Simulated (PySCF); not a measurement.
Input of a driver script around PySCF for `C(=[Se])C=C`, coordinates in Å (PBE0-D3(BJ)/def2-SVP geometry):
```
{"job": {"kind": "eom", "basis": "aug-cc-pVDZ", "nee": 0}, "charge": 0, "multiplicity": 1}
C     -1.268964     0.029701    -0.213499
C     -0.015792    -0.426301    -0.027315
C      1.146353     0.324535    -0.430237
Se     2.817848    -0.196762    -0.219888
H     -1.456224     0.999829    -0.684613
H     -2.140489    -0.550987     0.098489
H      0.161272    -1.398283     0.445104
H      0.943522     1.296846    -0.903709
```

What does the run print?

```
E(HF) = -2515.7108832386
E(MP2) = -2516.2660005982
E(CCSD) = -2516.3020975264
T1 diagnostic = 0.0168

EOM-IP-CCSD (eV)   Koopmans (eV)
   8.2765       8.7809
   9.5167       9.2081
  12.0936      12.5506
  12.4984      13.4875
  13.3346      14.8046
  15.4591      17.4598
  15.6581      17.5446
  18.3046      20.9635
```

Method used: CCSD and EOM-CCSD/aug-cc-pVDZ in PySCF, restricted Hartree–Fock reference, frozen core, non-relativistic, gas phase, PBE0-D3(BJ)/def2-SVP geometry. Each EOM-IP line stands beside −ε of the orbital with the largest one-hole amplitude. Roots with a one-hole share under 0.8 share their intensity with satellites that weren't sought.

What correlation energies follow, and how does the T1 diagnostic stand?

MP2 -0.55512 Eh, CCSD -0.59121 Eh; CCSD lies 36.1 mEh below MP2. T1 = 0.0168, below the customary warning level of 0.02.

Which orbital leads each EOM-IP root, and how large is the one-hole share of its vector?

8.28 eV: HOMO, one-hole share 0.95; 9.52 eV: HOMO-1, one-hole share 0.96; 12.09 eV: HOMO-2, one-hole share 0.90; 12.50 eV: HOMO-3, one-hole share 0.95; 13.33 eV: HOMO-4, one-hole share 0.94; 15.46 eV: HOMO-5, one-hole share 0.92; 15.66 eV: HOMO-6, one-hole share 0.91; 18.30 eV: HOMO-7, one-hole share 0.73.

The values belong to the conformer `[CH2:1]=[CH:2][CH:3]=[Se:4]`: C1–C2–C3–Se4 180°.
